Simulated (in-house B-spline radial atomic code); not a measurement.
# Tb III (Tb2+): [Ar] 3d10 4s2 (4p1/2)2 (4p3/2)3 4d10 4f9 5s2 5p6 6s1 (with a hole in an inner shell)

Method: Dirac-Hartree-Fock, average of the jj configuration, Fermi nucleus of rms radius 5.06 fm. Calculated with a radial B-spline atomic code at the basis-set limit.

Z_r = [3n² - l(l+1)]/(2<r>); Z_e = n√(-2ε); the last column is Slater's effective charge. Values are occupation-weighted means over j. An effective charge above Z reflects the relativistic contraction of the inner shells.

```
shell  electrons   ε (eV)  <r> (bohr)    Z_r    Z_e  Slater
   1s          2   -52340      0.0215  69.76  62.02   64.70
   2s          2  -8822.4     0.09086  66.03  50.93   60.85
   2p          6  -7865.9     0.08058  62.05  48.09   60.85
   3s          2  -2030.4      0.2381  56.70  36.65   53.75
   3p          6  -1726.2      0.2369  52.76  33.79   53.75
   3d         10    -1316      0.2162  48.57  29.50   43.85
   4s          2  -444.38      0.5405  44.40  22.86   37.60
   4p          5  -346.27      0.5713  40.26  20.18   37.60
   4d         10  -194.74      0.6222  33.75  15.13   26.85
   5s          2  -79.576       1.318  28.45  12.09   12.45
   5p          6  -51.098       1.517  24.05   9.69   12.45
   4f          9  -38.163      0.7944  22.66   6.70   17.20
   6s          1  -18.695       3.416  15.81   7.03    4.20
```

The least bound orbital is 6s1/2 at -18.69 eV, and it is also the most diffuse (<r> = 3.416 bohr). The part-filled 4p shell lies below the filled 5p shell in orbital energy.

For the 1s electron the small component carries 5.88 % of the norm, the zero-frequency Breit interaction raises the level by 158.6 eV, self-energy by 95.39 eV, and vacuum polarisation lowers it by 15.78 eV.
